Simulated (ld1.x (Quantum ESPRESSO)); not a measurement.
The numbers below are computed, except where a source is named.
**Hardness and transferability of assorted potentials**

Generated with ld1.x 7.5 (TM, RRKJ, ultrasoft, PAW), atompaw 4.2 or ONCVPSP 4.0.1. The cutoff is in Ry: for ld1.x and atompaw files where the sum of valence levels is converged to 10 mRy in a Bessel basis, for ONCV files where the hardest occupied wave has 1 mHa per electron of residual kinetic energy. The error is the largest all-electron minus pseudo excitation energy over each file’s own four to seven test configurations (ionisations up to +4, promotions, holes and added fractions of an electron), all of which were solved. The labels leave out finer settings (local radius, basis sizes, second energies), which also bear on the numbers. Spin-polarised tests are not counted. The rows are a selection from randomly drawn settings: files with unsolved tests, undetermined cutoffs or missed reference levels are left out.

A true bound ghost makes a file unfit for plane-wave use even where its test errors are small: the radial tests pick states by their node count and pass the ghost by.

| element | potential | cutoff (Ry) | largest error (meV) | bound ghosts |
| --- | --- | --- | --- | --- |
| B | TM, LDA (PZ), scalar-relativistic, rc 1.00/2.95 (sp), local s, core correction yes, reference 2s2 2p1 | 60 | +254 | none |
| Mg | TM, LDA (PZ), non-relativistic, rc 2.00/1.10 (sp), local s, core correction yes, reference 2p6 3s2 3p0 | 140 | -1337 | none |
| Fe | ultrasoft, PBE, scalar-relativistic, rc 2.40/3.30/1.05 (spd), local smoothed, core correction no, reference 3d6 4s2 4p0 | 100 | -196 | none |
| Au | TM, PBEsol, fully relativistic, rc 2.20/2.60/1.90 (spd), local smoothed, core correction no, reference 5d10 6s1 6p0 | 45 | -385 | none |

(1) Fill in the row for Sn: RRKJ, revPBE, scalar-relativistic, rc 2.00/2.65/2.10 (spd), local smoothed, core correction no, reference 5s2 5p2.

(2) Fill in the row for He: PAW, PBE, scalar-relativistic, rc 0.65 (s), local smoothed, core correction no, reference 1s1.5.

## Answers

(1) cutoff 30 Ry, largest error +56 meV, bound ghosts: d.

(2) cutoff 80 Ry, largest error +0.2 meV, bound ghosts: none.
